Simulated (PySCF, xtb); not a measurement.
MgHBr, SMILES [MgH][Br].

Harmonic wavenumbers (cm⁻¹) from GFN2-xTB (xtb) at its own minimum, in rising order: 148, 148, 378, 1542.

Question: What does B3LYP-D3(BJ)/def2-TZVP (PySCF 2.14.0) give at its own minimum? (An estimate is asked for; the answer gives what the named calculation found.)

Answer: 308, 308, 377, 1676. Paired by order, the mean absolute difference is 114 cm⁻¹ and the zero-point energies are 3.2 and 3.8 kcal/mol.
